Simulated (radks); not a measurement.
Effect of the nuclear size on the tantalum ion Ta+, [Xe] 4f14 5d3 6s1. Method: Dirac Kohn-Sham, exchange-only LDA, spin-unpolarised, spherical densities, finite nucleus; open shells fill j = l - 1/2 first; Fermi nuclear charge, rms radius 5.3507 fm; computed with a radial shooting solver on a logarithmic mesh with Libxc functionals. The rms radius is varied about that value; shifts are against it.

rms radius (fm)  total energy shift (eV)  density at nucleus (e/bohr^3)  1s1/2 shift (meV)  2s1/2 shift (meV)  5p1/2 shift (meV)  6s1/2 shift (meV)  5d3/2 shift (meV)  6p1/2 (empty) shift (meV)  7s1/2 (empty) shift (meV)
4.6979                             -12.2                      1.366e+06              -4970               -694              0.232             -0.591              0.240                      0.078                     -0.086
4.9066                             -8.44                      1.346e+06              -3430               -478              0.160             -0.408              0.166                      0.054                     -0.059
5.3507                                 0                      1.307e+06              0.000              0.000              0.000              0.000              0.000                      0.000                      0.000
5.6878                              6.73                      1.281e+06               2730                381             -0.127              0.325             -0.132                     -0.043                      0.047
6.6295                              26.9                      1.216e+06              10900               1530             -0.509               1.30             -0.529                     -0.172                      0.188

Slopes of the eigenvalues against <r^2> in GHz/fm^2, as finite differences over the two radii next to the reference (eigenvalue slopes, not the field-shift constants of lines): 1s1/2 180000, 2s1/2 25100, 5p1/2 -8.40, 6s1/2 21.4, 5d3/2 -8.70, 6p1/2 (empty) -2.83, 7s1/2 (empty) 3.10.
